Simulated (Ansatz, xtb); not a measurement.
## C3H4F2O2Si: 3 structures ranked

3 gas-phase structures of C3H4F2O2Si, from a drawn sample of its isomers (lower ones may exist). Each was relaxed with GFN2-xTB; where two conformers were screened, the lower at r2SCAN-D4/def2-SVP is listed:

A. `C=C1O[SiH2]C(F)(F)O1`, a singlet
B. `C=COC(=O)[SiH](F)F`, a singlet
C. `F/C=C1/OC[Si@H](F)O1`, a singlet

Problem. Which do you expect lowest at r2SCAN-D4/def2-SVP, and how would the others follow?

Solution. Calculated order at r2SCAN-D4/def2-SVP: B (0.0), C (128.3), A (242.3) kJ/mol.

Energies above the lowest of each column, in kJ/mol; the last columns are at PBE-D3(BJ)/def2-SVP geometries and were run for some of them only (a dash: not run or not comparable):

```tsv
structure	GFN2-xTB	HF/STO-3G	r2SCAN-D4/def2-SVP	PBE-D3(BJ)/def2-SVP	CCSD(T)/def2-SVP + ΔMP2/def2-TZVPP
B	0.0	95.7	0.0	0.0	0.0
C	10.2	0.0	128.3	123.0	140.2
A	113.7	36.1	242.3	–	–
```

CCSD(T)/def2-SVP + ΔMP2/def2-TZVPP puts B lowest of those it was run on; HF/STO-3G picks C. Some further structures that were screened fall inside this span and aren't listed. Flexible structures stand in one conformer each, not always the lowest. Frequencies (GFN2-xTB) were run for B, C alone. ΔMP2 is the change of the MP2 energy from the smaller to the larger basis.

Programs: Ansatz 0.2.0, xtb 6.7.1.
